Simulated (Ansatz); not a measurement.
`[F][Al]([F])[I]` + H₂Se → `[F][Al]([F])[SeH]` + HI at 600 K and 1 bar (ligand exchange at the Al–I bond).

Isolated molecules relaxed with PBE0-D4/def2-TZVP in Ansatz; ΔE leaves out vibrations. CBS: MP2 limit from def2 TZ/QZ plus the TZ coupled-cluster correction, frozen cores. Elements past krypton have def2 core potentials. For I, Se outer-core shells are correlated without core-valence functions, which leaves a few kJ/mol of doubt a bond. Scalar relativity is left out up to krypton. One conformer a species, not always the lowest.

```
            species  CCSD(T)/CBS energy (Eh)  H − E (kJ/mol)  S (J/(mol·K))
  `[F][Al]([F])[I]`               -739.25894            53.9          370.1
               H₂Se              -2401.89790            57.0          244.8
`[F][Al]([F])[SeH]`              -2843.11067            79.5          389.3
                 HI               -298.03592            31.6          227.0
```

H − E and S are ideal-gas, rigid-rotor, harmonic terms from PBE0-D4/def2-TZVP, for one conformer and one mirror image of each species. 1 Eh = 2625.50 kJ/mol, R = 8.31446 J/(mol·K).

Q: By hand: ΔE, ΔH, ΔS and ΔG.

A: ΔE = (-2843.11067) + (-298.03592) − (-739.25894) − (-2401.89790) = 0.01025 Eh = 26.9 kJ/mol. Δ(H − E) = 79.5 + 31.6 − 53.9 − 57.0 = 0.2, so ΔH = 27.1 kJ/mol. ΔS = 389.3 + 227.0 − 370.1 − 244.8 = 1.4 J/(mol·K). ΔG = 27.1 − 600 × (1.4)/1000 = 26.3 kJ/mol.

Q: By hand: the equilibrium constant, and the temperature at which ΔG would vanish if ΔH and ΔS stayed fixed.

A: log₁₀ K = −ΔG/(RT ln 10) = -2.3. ΔG = 0 at ΔH/ΔS = 19357 K, far beyond where these terms or the molecules hold.

The number of gas molecules stays the same, so ΔS is small and ΔH decides. A doubt of 5 kJ/mol in ΔE shifts log₁₀ K by 0.4 here. Other conformers and mirror images would add mixing entropy, several J/(mol·K) or more a flexible species. These are equilibria of isolated gas molecules and say nothing of rates. Largest T1 diagnostic: 0.011 (customary marks: 0.02 for closed shells, 0.045 for open ones).
